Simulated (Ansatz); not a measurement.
Reactions of C7H14 (`C/C=C/CCCC`).

Program: Ansatz. Geometries: PBE0-D4/def2-TZVP. ΔE: electronic, gas phase. CCSD(T)/CBS is the MP2 limit (def2-TZVPP, def2-QZVPP) plus CCSD(T) − MP2 in def2-TZVPP, frozen cores. This one scheme is used for every species, atoms too. For atomizations the MP2-based limit and the directly extrapolated one differ by several kJ/mol either way, and by 10 to 25 for some Ge, Se and Sn compounds, so smaller differences from it don't rank the levels. Double bonds are as drawn, so ΔE can hold a change between cis and trans. Functionals use def2-TZVPP. B3LYP here is the variant with VWN-RPA as its local correlation; programs differ in this. No spin–orbit coupling; open shells (•) take unrestricted orbitals. Spin–orbit coupling would lower the free atoms: a little for C. Each species was taken in one conformer, which may not be the lowest.

| reaction | B3LYP-D4 (eV) | ωB97X-V (eV) | ωB97M-V (eV) | PBE-D4 (eV) | CCSD(T)/CBS(def2) (eV) |
| --- | --- | --- | --- | --- | --- |
| `C/C=C/CCCC` + `F[SiH2][AlH2]` → `CC[SiH](F)[AlH2]` + `C/C=C/CC` | -0.39 | -0.35 | -0.38 | -0.41 | -0.35 |
| `C/C=C/CCCC` + CH₃SH → `CCCSC` + `C/C=C/C` | -0.03 | 0.00 | -0.01 | -0.06 | 0.00 |
| `C/C=C/CCCC` + CH₄ → `C/C=C/CC` + `CCC` | 0.09 | 0.09 | 0.10 | 0.09 | 0.10 |
| `C/C=C/CCCC` + HCl → `C/C=C/Cl` + `CCCC` | 0.21 | 0.23 | 0.24 | 0.17 | 0.27 |
| `C/C=C/CCCC` → `C=CCCCC` + `[CH2]` (triplet) | 4.56 | 4.74 | 4.65 | 4.72 | 4.62 |
| `C/C=C/CCCC` + `CSC` → `CCCSC` + `C/C=C/CC` | -0.03 | -0.02 | -0.02 | -0.04 | -0.02 |
| `C/C=C/CCCC` → 7 C• + 14 H• | 88.62 | 88.54 | 88.70 | 90.19 | 88.43 |
| `C/C=C/CCCC` → `C=C(CC)C(C)C` | 0.01 | 0.00 | -0.01 | 0.02 | -0.03 |
| `C/C=C/CCCC` + H₂ → `C/C=C/C` + `CCC` | -0.66 | -0.63 | -0.63 | -0.62 | -0.60 |
| `C/C=C/CCCC` → `C1CCCCCC1` | -0.42 | -0.66 | -0.58 | -0.53 | -0.55 |

Largest T1 diagnostic: 0.012, for `F[SiH2][AlH2]`.
